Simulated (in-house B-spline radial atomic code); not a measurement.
How numerical settings move a run on Rb, [Kr] 5s1. Computed with a B-spline radial code for spherical atoms: scalar-relativistic (X2C) M06-2X, spin-polarised, spherical fractional occupations, Fermi nucleus of rms radius 4.2036 fm.

Command:
```bash
python run_scf.py task.json out
```
Settings of the sound reference run:
```
Z                37
electrons        37
configuration    [Kr] 5s1
hamiltonian      x2c
method           m062x
spin_polarised   True
nucleus          fermi
rms_radius       4.2036
mass_number      85
atomic_mass      84.91179
speed_of_light   137.036
knot_spacing     0.22
spline_order     8
gauss_points     12
box_radius       50
max_iterations   70
damping          0.5
damped_steps     3
diis_vectors     10
tolerance        1e-08
start            Thomas-Fermi
```

Cost of the run: 2.5 s on 1 thread of Arm Neoverse N1, with other jobs on the host.

It converges in 49 iterations to -2981.217949 hartree, with 5s up at -3.45653 eV. The other runs change the listed settings, some to values that make no sense; their results aren't properties of the atom or ion. Radii are in bohr (the nuclear one in fm), a minus after a letter asks for a j subshell, and «unchanged» means within 1e-8 hartree. The run stops when the residual is below 10 × tolerance × max(1, Z/10), or a noise floor if that is larger, and the energy moves by less than 1e-8 × √|E| hartree; so very loose and very tight tolerances often act alike.

| changed settings | outcome |
| --- | --- |
| knot_spacing = 2 | converged in 18 iterations, energy +3.91e+02 hartree from the reference, 5s up level +5.7e-01 eV (the program warns: 2s up reaches the box edge; 2s down reaches the box edge) |
| knot_spacing = 1 | converged in 12 iterations, energy +2.45e+01 hartree from the reference, 5s up level +1.8e-01 eV |
| gauss_points = 4 | converged in 21 iterations, energy -1.21e-05 hartree from the reference, 5s up level -2.2e-04 eV (the program warns: states collapsed into the nucleus by a negative tau potential were left out of the aufbau) |
| gauss_points = 8 | converged in 22 iterations, energy -5.70e-08 hartree from the reference, 5s up level -3.4e-07 eV (the program warns: states collapsed into the nucleus by a negative tau potential were left out of the aufbau) |
| gauss_points = 16 | converged in 17 iterations, energy unchanged (the program warns: states collapsed into the nucleus by a negative tau potential were left out of the aufbau) |
| knot_spacing = 0.3 | converged in 12 iterations, energy +3.27e-03 hartree from the reference, 5s up level -2.8e-02 eV (the program warns: states collapsed into the nucleus by a negative tau potential were left out of the aufbau) |
| spline_order = 6, gauss_points = 16, first_knot = 2.7e-05, max_iterations = 50, diis_vectors = 2 | converged in 17 iterations, energy -2.80e-04 hartree from the reference, 5s up level -1.3e-03 eV |
| gauss_points = 5 | converged in 51 iterations, energy +9.70e-07 hartree from the reference, 5s up level +4.7e-05 eV (the program warns: states collapsed into the nucleus by a negative tau potential were left out of the aufbau) |

Q: What happens with knot_spacing = 1.4?

A: Converged in 14 iterations, energy +1.78e+02 hartree from the reference, 5s up level +2.1e-01 eV (the program warns: 3s up reaches the box edge; 3s down reaches the box edge).

Q: What happens with gauss_points = 5, first_knot = 2.7e-06, max_iterations = 100, diis_vectors = 4?

A: Converged in 25 iterations, energy +9.86e-05 hartree from the reference, 5s up level -1.2e-03 eV (the program warns: states collapsed into the nucleus by a negative tau potential were left out of the aufbau).

Q: What happens with gauss_points = 3, box_radius = 3, max_iterations = 100, tolerance = 0.001?

A: Converged in 12 iterations, energy -3.98e+02 hartree from the reference, 5s up level +4.6e+01 eV (the program warns: 5s up has a positive eigenvalue: unbound, held by the box; states collapsed into the nucleus by a negative tau potential were left out of the aufbau).

Q: What happens with hamiltonian = dirac, method = hf, spin_polarised = False, speed_of_light = 18.49986?

A: Stopped with error: Z/c is past the critical charge.
